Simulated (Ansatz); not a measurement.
Ag2F (the lowest doublet isomer of a short search), 3 atoms. Hardware: 4 threads of Arm Neoverse V1 on a shared host.

In the def2 sets Ag takes a core potential; there is no spin–orbit coupling. Correlated methods freeze 1 core orbital; core or outer-core shells of Ag are correlated, in sets that lack core-valence functions. In CCSD on the charge 0 quartet the largest single amplitude is 0.43, so its Hartree–Fock determinant may place the open shell otherwise than the density functionals do.

**Question.** How many basis functions does each of these Ansatz runs have, and roughly what does it cost? r2SCAN-D4/def2-TZVP, charge 0 quartet, energy, from earlier orbitals; RPA@PBE/def2-TZVP, charge 0 doublet, energy, from earlier orbitals; PBE0-D4/def2-TZVP, charge 1 triplet at the geometry of the charge 0 doublet, energy; r2SCAN0-D4/def2-TZVP, charge 0 quartet, energy, from earlier orbitals; PBE-D4/def2-TZVP, charge 0 quartet, energy, from earlier orbitals; r2SCAN-D4/def2-TZVP, charge 0 doublet, energy, from earlier orbitals; PBE0-D4/def2-TZVPD, charge -1 triplet at the geometry of the charge 0 doublet, energy; CCSD(T)/def2-TZVP, charge 0 quartet, energy, from earlier orbitals; r2SCANh-D4/def2-TZVP, charge 0 doublet, energy, from earlier orbitals; PBE-D4/def2-TZVPD, charge 0 doublet, energy, from earlier orbitals; LDA (SPW92)/def2-TZVP, charge 0 quartet, energy, from earlier orbitals; r2SCAN-D4/def2-TZVPD, charge -1 singlet at the geometry of the charge 0 doublet, energy, from earlier orbitals.

**Answer.** Other jobs shared the machine, so times can vary by a factor of up to 3. A dash marks memory too small to be measured apart from the calling script's.

```tsv
run	functions	fitting or Cholesky vectors	wall time	peak host memory (GiB)
LDA (SPW92)/def2-TZVP, charge 0 quartet, energy, from earlier orbitals	111	862	0.8 s	–
PBE-D4/def2-TZVP, charge 0 quartet, energy, from earlier orbitals	111	862	1.5 s	–
PBE-D4/def2-TZVPD, charge 0 doublet, energy, from earlier orbitals	120	903	1.7 s	–
PBE0-D4/def2-TZVPD, charge -1 triplet at the geometry of the charge 0 doublet, energy	120	969	2.1 s	–
r2SCAN-D4/def2-TZVPD, charge -1 singlet at the geometry of the charge 0 doublet, energy, from earlier orbitals	120	903	2.1 s	–
RPA@PBE/def2-TZVP, charge 0 doublet, energy, from earlier orbitals	111	985	2.8 s	–
r2SCAN-D4/def2-TZVP, charge 0 doublet, energy, from earlier orbitals	111	862	3.3 s	–
r2SCAN-D4/def2-TZVP, charge 0 quartet, energy, from earlier orbitals	111	862	3.5 s	–
r2SCANh-D4/def2-TZVP, charge 0 doublet, energy, from earlier orbitals	111	862	3.6 s	–
r2SCAN0-D4/def2-TZVP, charge 0 quartet, energy, from earlier orbitals	111	928	3.7 s	–
PBE0-D4/def2-TZVP, charge 1 triplet at the geometry of the charge 0 doublet, energy	111	928	5.5 s	–
CCSD(T)/def2-TZVP, charge 0 quartet, energy, from earlier orbitals	111	985	19 s	1.2
```
